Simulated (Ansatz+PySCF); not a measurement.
Two shapes of quintet FeF₂.

Shape 1:

```xyz
3

Fe    0.0000    0.0000    0.0000
F     0.0000    0.0000    1.7550
F     0.0000    0.0000   -1.7550
```

Shape 2:

```xyz
3

Fe    0.0000    0.0000    0.0000
F     0.0000    0.0000    1.8252
F     0.0000    0.0000   -1.8252
```

Basis set: def2-SVP (spherical functions). Left uncorrelated: 7 orbitals. Correlation on ROHF uses semicanonical orbitals with singles. Charge 0, multiplicity 5.

Computed with Ansatz (development build ahead of 0.2.0); each method stands on the lowest determinant of its kind that the runs found.

Problem. Which shape is lower in energy, and by how much in each method?

Solution.

```json
{"method": "UHF", "E(2) − E(1) (eV)": "-0.014"}
{"method": "ROHF-MP2", "E(2) − E(1) (eV)": "0.041"}
{"method": "UHF-MP2", "E(2) − E(1) (eV)": "0.042"}
{"method": "PBE (restricted open-shell)", "E(2) − E(1) (eV)": "0.154"}
{"method": "PBE0 (restricted open-shell)", "E(2) − E(1) (eV)": "0.144"}
```

The methods disagree on the order.
